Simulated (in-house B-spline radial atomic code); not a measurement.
Successive ionisation energies of ytterbium; each step leads to the configuration of the next row (after the last: [Ne] 3s1). NIST's values go from ground level to ground level; the uncertainty of those that are theory runs from under 0.1 % in few-electron ions to several per cent in heavy many-electron ones. Computed with an all-electron radial atomic-structure program (B-spline basis): non-relativistic Hartree-Fock, average of the configuration, point nuclei.

This level leaves out relativity, spin-orbit splitting included, which matters for heavy ions.

```tsv
ion	configuration	ionisation energy (eV)	tabulated value (eV)	computed minus tabulated (eV)	highest orbital	largest mean radius (bohr)
Yb39+	[Ar] 3d10 4s2 4p1	1754.1	1845	-91	4p	0.4546
Yb40+	[Ar] 3d10 4s2	1873.7	1978	-104	4s	0.45244
Yb41+	[Ar] 3d10 4s1	1927.4	2036.4	-109	4s	0.44983
Yb42+	[Ar] 3d10	3462.9	3443	20	3d	0.22846
Yb43+	[Ar] 3d9	3581.2	3555	26	3d	0.22724
Yb44+	[Ar] 3d8	3701.0	3677	24	3d	0.22602
Yb45+	[Ar] 3d7	3822.4	3805	17	3d	0.22481
Yb46+	[Ar] 3d6	3945.2	3929	16	3d	0.22361
Yb47+	[Ar] 3d5	4069.5	4051	19	3d	0.22242
Yb48+	[Ar] 3d4	?	?	?	?	?
Yb49+	[Ar] 3d3	?	?	?	?	?
Yb50+	[Ar] 3d2	4451.5	4502	-51	3d	0.2189
Yb51+	[Ar] 3d1	4581.8	4630	-48	3d	0.21775
Yb52+	[Ne] 3s2 3p6	?	?	?	?	?
Yb53+	[Ne] 3s2 3p5	5039.4	5101	-62	3p	0.21575
Yb54+	[Ne] 3s2 3p4	5153.0	5224	-71	3p	0.21491
Yb55+	[Ne] 3s2 3p3	5267.4	5339	-72	3p	0.21407
Yb56+	[Ne] 3s2 3p2	5382.7	5731	-348	3p	0.21324
Yb57+	[Ne] 3s2 3p1	5498.8	5860	-361	3p	0.21242
Yb58+	[Ne] 3s2	5718.2	6111	-393	3s	0.2116
```

Question: Fill in the row of Yb48+.

Answer: ionisation energy (eV): 4195.3; tabulated value (eV): 4238; computed minus tabulated (eV): -43; highest orbital: 3d; largest mean radius (bohr): 0.22124.

Question: Fill in the row of Yb49+.

Answer: ionisation energy (eV): 4322.7; tabulated value (eV): 4364; computed minus tabulated (eV): -41; highest orbital: 3d; largest mean radius (bohr): 0.22007.

Question: Fill in the row of Yb52+.

Answer: ionisation energy (eV): 4926.7; tabulated value (eV): 4988; computed minus tabulated (eV): -61; highest orbital: 3p; largest mean radius (bohr): 0.2166.

Question: Where is the largest jump?

Answer: From Yb41+ to Yb42+, by a factor of 1.80 (1927.4 to 3462.9 eV); the highest orbital goes from 4s to 3d.
